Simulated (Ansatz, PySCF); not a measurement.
1,1,2-trichloroprop-1-ene (C3H3Cl3), SMILES CC(Cl)=C(Cl)Cl. Atoms are numbered in the order given.

```xyz
9

C     -2.0571     0.8770     0.0000
C     -0.5817     0.6790     0.0000
Cl     0.3444     2.1390     0.0000
C      0.0580    -0.5051     0.0000
Cl    -0.7996    -2.0024     0.0000
Cl     1.7654    -0.6618     0.0000
H     -2.5851    -0.0836     0.0000
H     -2.3595     1.4545     0.8874
H     -2.3595     1.4545    -0.8874
```

Geometry: PBE0-D3(BJ)/def2-SVP.

Two levels are set side by side: PBE-D3(BJ)/def2-SVP (Ansatz, a quantum-chemistry and plane-wave program) and PBE0-D3(BJ)/def2-SVP (Ansatz). Each level has its own optimised geometry; the coordinates shown are those of the second. Frequencies come from the Hessian of PySCF at each geometry. Differences are taken from unrounded values.

```json
[
 {"quantity": "mean bond length (Å)", "PBE0-D3(BJ)": "1.413"},
 {"quantity": "bond C1–C2 (Å)", "PBE0-D3(BJ)": "1.489"},
 {"quantity": "bond C2–Cl3 (Å)", "PBE0-D3(BJ)": "1.729"},
 {"quantity": "bond C2–C4 (Å)", "PBE0-D3(BJ)": "1.346"},
 {"quantity": "bond C4–Cl5 (Å)", "PBE0-D3(BJ)": "1.725"},
 {"quantity": "bond C4–Cl6 (Å)", "PBE0-D3(BJ)": "1.715"},
 {"quantity": "bond C1–H7 (Å)", "PBE0-D3(BJ)": "1.096"},
 {"quantity": "bond C1–H8 (Å)", "PBE0-D3(BJ)": "1.101"},
 {"quantity": "bond C1–H9 (Å)", "PBE0-D3(BJ)": "1.101"},
 {"quantity": "highest harmonic wavenumber (cm⁻¹)", "PBE0-D3(BJ)": "3202"},
 {"quantity": "mean harmonic wavenumber (cm⁻¹)", "PBE0-D3(BJ)": "1106"},
 {"quantity": "zero-point energy (kcal/mol)", "PBE0-D3(BJ)": "33.21"}
]
```

What does PBE-D3(BJ) give, and how far is it from PBE0-D3(BJ)? (The exact figures need the calculation; the answer reports its results.)


```
quantity                            PBE-D3(BJ)  PBE-D3(BJ) minus PBE0-D3(BJ)
----------------------------------  ----------  ----------------------------
mean bond length (Å)                     1.424                         0.011
bond C1–C2 (Å)                           1.495                         0.007
bond C2–Cl3 (Å)                          1.743                         0.014
bond C2–C4 (Å)                           1.360                         0.014
bond C4–Cl5 (Å)                          1.740                         0.015
bond C4–Cl6 (Å)                          1.727                         0.013
bond C1–H7 (Å)                           1.105                         0.008
bond C1–H8 (Å)                           1.110                         0.009
bond C1–H9 (Å)                           1.110                         0.009
highest harmonic wavenumber (cm⁻¹)        3106                           -96
mean harmonic wavenumber (cm⁻¹)           1065                           -41
zero-point energy (kcal/mol)             31.96                         -1.24
```

GGA bonds tend to be longer and softer than those of functionals with exact exchange. Differences between two approximate levels are no errors against the true value.
